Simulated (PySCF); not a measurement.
PySCF input for Si(Cl)(I)2(Me) (CH₃ClI₂Si), SMILES C[Si](Cl)(I)I, TDDFT-CAM-B3LYP/def2-SVPD. Coordinates come from a PBE0-D3(BJ)/def2-SVP optimisation. The def2 effective core potentials stand for the cores of I; spin–orbit coupling is left out.

```python
import numpy as np
from pyscf import gto, scf, dft, tdscf

mol = gto.M(
    atom='''
    C    -2.12067586    1.31561899   -0.00000000
    Si   -0.35568061    0.73943232    0.00000000
    Cl    0.90170313    2.37329235   -0.00000001
    I     0.09238030   -0.59331225   -1.99714289
    I     0.09238030   -0.59331224    1.99714289
    H    -2.30894181    1.92437925    0.89727803
    H    -2.79979724    0.45060286    0.00000001
    H    -2.30894182    1.92437924   -0.89727804
    ''',
    basis='def2-SVPD',
    ecp={'I': 'def2-svp'},
    charge=0,
    spin=0,
    symmetry=True,
    max_memory=1600,
    verbose=4,
)
mf = dft.RKS(mol, xc='cam-b3lyp').density_fit(auxbasis='def2-universal-jkfit')
mf.grids.level = 3
mf.conv_tol = 1e-9
mf.max_cycle = 100
mf.kernel()
mf.grids = dft.Grids(mol).set(level=1).build(with_non0tab=True)  # coarser grid for the response kernel
td = tdscf.TDDFT(mf)
td.singlet = True
td.nstates = 10
td.conv_tol = 1e-4
td.positive_eig_threshold = 1e-6
td.kernel(x0=td.get_init_guess(mf, 15))
td.analyze()
tt = tdscf.TDA(mf)
tt.singlet = False
tt.nstates = 4
tt.conv_tol = 1e-4
tt.positive_eig_threshold = 1e-6
tt.kernel(x0=tt.get_init_guess(mf, 9))
tt.analyze(verbose=3)
```

Log of the run:

```
PySCF version 2.14.0

[INPUT] verbose = 4
[INPUT] num. atoms = 8
[INPUT] num. electrons = 90
[INPUT] charge = 0
[INPUT] spin (= nelec alpha-beta = 2S) = 0
[INPUT] symmetry True subgroup None
[INPUT] Mole.unit = angstrom
[INPUT] Symbol           X                Y                Z      unit          X                Y                Z       unit  Magmom
[INPUT]  1 C     -2.120675860000   1.315618990000   0.000000000000 AA   -4.007496574376   2.486159575377   0.000000000000 Bohr   0.0
[INPUT]  2 Si    -0.355680610000   0.739432320000   0.000000000000 AA   -0.672138940718   1.397324572452   0.000000000000 Bohr   0.0
[INPUT]  3 Cl     0.901703130000   2.373292350000  -0.000000010000 AA    1.703971961363   4.484872555025  -0.000000018897 Bohr   0.0
[INPUT]  4 I      0.092380300000  -0.593312250000  -1.997142890000 AA    0.174573466305  -1.121197658849  -3.774053093722 Bohr   0.0
[INPUT]  5 I      0.092380300000  -0.593312240000   1.997142890000 AA    0.174573466305  -1.121197639952   3.774053093722 Bohr   0.0
[INPUT]  6 H     -2.308941810000   1.924379250000   0.897278030000 AA   -4.363267658458   3.636549742296   1.695609734289 Bohr   0.0
[INPUT]  7 H     -2.799797240000   0.450602860000   0.000000010000 AA   -5.290849987913   0.851515996346   0.000000018897 Bohr   0.0
[INPUT]  8 H     -2.308941820000   1.924379240000  -0.897278040000 AA   -4.363267677355   3.636549723399  -1.695609753187 Bohr   0.0

nuclear repulsion = 550.27894610189
point group symmetry = Cs
symmetry origin: [ 5.69506503e-09 -3.23583244e-09 -2.20036611e-09]
symmetry axis x: [1.00000000e+00 1.10923837e-09 4.11750428e-10]
symmetry axis y: [ 1.10923836e-09 -1.00000000e+00  2.44373820e-09]
symmetry axis z: [ 4.11750431e-10 -2.44373801e-09 -1.00000000e+00]
num. orbitals of irrep A' = 99
num. orbitals of irrep A" = 66
number of shells = 67
number of NR pGTOs = 287
number of NR cGTOs = 165
basis = def2-SVPD
ecp = {'I': 'def2-svp'}


******** <class 'pyscf.df.df_jk.DFSymAdaptedRKS'> ********
method = DFSymAdaptedRKS
initial guess = minao
damping factor = 0
level_shift factor = 0
DIIS = <class 'pyscf.scf.diis.CDIIS'>
diis_start_cycle = 1
diis_space = 8
diis_damp = 0
SCF conv_tol = 1e-09
SCF conv_tol_grad = None
SCF max_cycles = 100
direct_scf = False
XC library pyscf.dft.libxc version 7.1.2
    S. Lehtola, C. Steigemann, M. J. T. Oliveira, and M. A. L. Marques,  SoftwareX 7, 1–5 (2018)
XC functionals = cam-b3lyp
    T. Yanai, D. P. Tew, and N. C. Handy,  Chem. Phys. Lett. 393, 51 (2004)
radial grids:
    Treutler-Ahlrichs [JCP 102, 346 (1995); DOI:10.1063/1.469408] (M4) radial grids

becke partition: Becke, JCP 88, 2547 (1988); DOI:10.1063/1.454033
pruning grids: <function nwchem_prune>
grids dens level: 3
symmetrized grids: True
atomic radii adjust function: <function treutler_atomic_radii_adjust>
small_rho_cutoff = 0
Freeze 0 electrons in irreps []
    90 free electrons in irreps A' A"
Set gradient conv threshold to 3.16228e-05
Initial guess from minao.
tot grids = 125520
******** <class 'pyscf.df.df.DF'> ********
auxbasis = def2-universal-jkfit
Create RSH-DF object <pyscf.df.df.DF object> for omega=0.33
******** <class 'pyscf.df.df.DF'> ********
auxbasis = auxmol.basis = def2-universal-jkfit
init E= -1321.60491705793
HOMO (A') = -0.922753758348954  LUMO (A') = -0.871439507825725  gap/eV = 1.39633
cycle= 1 E= -1380.88739747933  delta_E= -59.3  |g|= 4.33  |ddm|= 15.1
HOMO (A") = -0.0558795414555568  LUMO (A') = -0.0306059950162537  gap/eV = 0.68773
cycle= 2 E= -1368.31859689736  delta_E= 12.6  |g|= 5.74  |ddm|= 27.1
HOMO (A") = -0.17124852974271  LUMO (A') = -0.131866377291872  gap/eV = 1.07164
cycle= 3 E= -1382.07666259092  delta_E= -13.8  |g|= 2.51  |ddm|=   25
HOMO (A") = -0.323201412798304  LUMO (A') = -0.125038260895472  gap/eV = 5.39229
cycle= 4 E= -1384.72680606567  delta_E= -2.65  |g|= 0.751  |ddm|= 6.46
HOMO (A") = -0.274313550573701  LUMO (A') = -0.0235398089271264  gap/eV = 6.82390
cycle= 5 E= -1384.84677039549  delta_E= -0.12  |g|= 0.376  |ddm|= 1.88
HOMO (A") = -0.30815947082215  LUMO (A') = -0.00996142836041808  gap/eV = 8.11438
cycle= 6 E= -1384.88594844821  delta_E= -0.0392  |g|= 0.139  |ddm|= 0.746
HOMO (A") = -0.327076631317608  LUMO (A') = -0.02931712456828  gap/eV = 8.10245
cycle= 7 E= -1384.89210806582  delta_E= -0.00616  |g|= 0.0321  |ddm|= 0.285
HOMO (A") = -0.327314748245774  LUMO (A') = -0.025312141331483  gap/eV = 8.21791
cycle= 8 E= -1384.89252478162  delta_E= -0.000417  |g|= 0.00983  |ddm|= 0.082
HOMO (A") = -0.326344544726934  LUMO (A') = -0.0251905609558918  gap/eV = 8.19482
cycle= 9 E= -1384.89255628535  delta_E= -3.15e-05  |g|= 0.00233  |ddm|= 0.0216
HOMO (A") = -0.326096701825619  LUMO (A') = -0.0249302420911448  gap/eV = 8.19516
cycle= 10 E= -1384.89255822815  delta_E= -1.94e-06  |g|= 0.000927  |ddm|= 0.0055
HOMO (A") = -0.326094949995967  LUMO (A') = -0.0249636746694364  gap/eV = 8.19420
cycle= 11 E= -1384.89255854991  delta_E= -3.22e-07  |g|= 0.000225  |ddm|= 0.00173
HOMO (A") = -0.3261039883256  LUMO (A') = -0.024972651138377  gap/eV = 8.19420
cycle= 12 E= -1384.8925585828  delta_E= -3.29e-08  |g|= 5.93e-05  |ddm|= 0.000808
HOMO (A") = -0.326103212514408  LUMO (A') = -0.0249702394981028  gap/eV = 8.19425
cycle= 13 E= -1384.89255858472  delta_E= -1.92e-09  |g|= 1.71e-05  |ddm|= 0.000178
HOMO (A") = -0.326103861996008  LUMO (A') = -0.0249705624698464  gap/eV = 8.19425
cycle= 14 E= -1384.89255858498  delta_E= -2.6e-10  |g|= 3.94e-06  |ddm|= 8.23e-05
HOMO (A") = -0.326104310326817  LUMO (A') = -0.0249707181114331  gap/eV = 8.19426
Extra cycle  E= -1384.89255858499  delta_E= -1.14e-11  |g|= 2.66e-06  |ddm|= 1.55e-05
converged SCF energy = -1384.89255858499
tot grids = 41376
Overwritten attributes  positive_eig_threshold  of <class 'pyscf.tdscf.rks.TDDFT'>


******** <class 'pyscf.tdscf.rks.TDDFT'> for <class 'pyscf.df.df_jk.DFSymAdaptedRKS'> ********
nstates = 10 singlet
deg_eia_thresh = 1.000e-03
wfnsym = None
conv_tol = 0.0001
eigh lindep = 1e-12
eigh level_shift = 0
eigh max_cycle = 100


Excitation energies (eV)
[4.98406563 5.18609968 5.35667207 5.55737183 6.59943621 6.7591657
 6.84011551 6.85047181 6.93117205 7.03956521]

** Singlet excitation energies and oscillator strengths **
Excited State   1:   A"      4.98407 eV    248.76 nm  f=0.0229
      42 -> 47        0.13173
      45 -> 46        0.67750
Excited State   2:   A"      5.18610 eV    239.07 nm  f=0.0102
      43 -> 47        0.15002
      44 -> 46        0.67262
Excited State   3:   A'      5.35667 eV    231.46 nm  f=0.0094
      43 -> 46       -0.67313
      44 -> 47       -0.16551
Excited State   4:   A'      5.55737 eV    223.10 nm  f=0.0145
      42 -> 46       -0.64772
      45 -> 47       -0.22901
Excited State   5:   A'      6.59944 eV    187.87 nm  f=0.0002
      40 -> 46        0.21503
      42 -> 46       -0.24238
      45 -> 47        0.56769
      45 -> 50       -0.17137
      45 -> 56       -0.11206
Excited State   6:   A"      6.75917 eV    183.43 nm  f=0.0144
      41 -> 46       -0.43923
      45 -> 48       -0.16042
      45 -> 49        0.47757
      45 -> 51       -0.12610
Excited State   7:  ???      6.84012 eV    181.26 nm  f=0.0160
      43 -> 46       -0.14625
      43 -> 48        0.16691
      44 -> 47        0.60392
      44 -> 50       -0.18109
      44 -> 56       -0.11408
Excited State   8:   A"      6.85047 eV    180.99 nm  f=0.0632
      41 -> 46        0.32903
      43 -> 47        0.27147
      44 -> 48        0.19078
      44 -> 49       -0.31790
      44 -> 51        0.12777
      45 -> 48       -0.10772
      45 -> 49        0.28506
      45 -> 51       -0.11229
Excited State   9:   A"      6.93117 eV    178.88 nm  f=0.0531
      41 -> 46       -0.33897
      42 -> 47       -0.11483
      43 -> 47        0.42284
      43 -> 50       -0.12361
      44 -> 48        0.20373
      45 -> 49       -0.23921
Excited State  10:   A"      7.03957 eV    176.12 nm  f=0.0102
      42 -> 47       -0.36717
      43 -> 47       -0.17679
      44 -> 49       -0.24119
      45 -> 48       -0.44154
      45 -> 49       -0.18401

** Transition electric dipole moments (AU) **
state          X           Y           Z        Dip. S.      Osc.
  1        -0.0000     -0.0000      0.4326      0.1872      0.0229
  2         0.0000      0.0000     -0.2833      0.0803      0.0102
  3        -0.2601     -0.0654     -0.0000      0.0719      0.0094
  4         0.0252     -0.3250      0.0000      0.1063      0.0145
  5         0.0071      0.0315     -0.0000      0.0010      0.0002
  6        -0.0000     -0.0000     -0.2952      0.0871      0.0144
  7         0.2608      0.1652      0.0000      0.0953      0.0160
  8         0.0000      0.0000      0.6136      0.3765      0.0632
  9         0.0000      0.0000     -0.5594      0.3130      0.0531
 10        -0.0000     -0.0000     -0.2434      0.0592      0.0102

WARN: ECP detected. Skipping calculation of transition velocity and magnetic dipole moments, which have not yet been implemented.

Overwritten attributes  positive_eig_threshold  of <class 'pyscf.tdscf.rks.TDA'>


******** <class 'pyscf.tdscf.rks.TDA'> for <class 'pyscf.df.df_jk.DFSymAdaptedRKS'> ********
nstates = 4 triplet
deg_eia_thresh = 1.000e-03
wfnsym = None
conv_tol = 0.0001
eigh lindep = 1e-12
eigh level_shift = 0
eigh max_cycle = 100


Excitation energies (eV)
[4.51338575 4.75413944 4.90699577 5.07367634]

** Triplet excitation energies and oscillator strengths **
Excited State   1:   A"      4.51339 eV    274.70 nm  f=0.0000
Excited State   2:   A"      4.75414 eV    260.79 nm  f=0.0000
Excited State   3:   A'      4.90700 eV    252.67 nm  f=0.0000
Excited State   4:   A'      5.07368 eV    244.37 nm  f=0.0000
```

The calculation finished and met its thresholds.

Cost: very roughly 10 core-minutes.
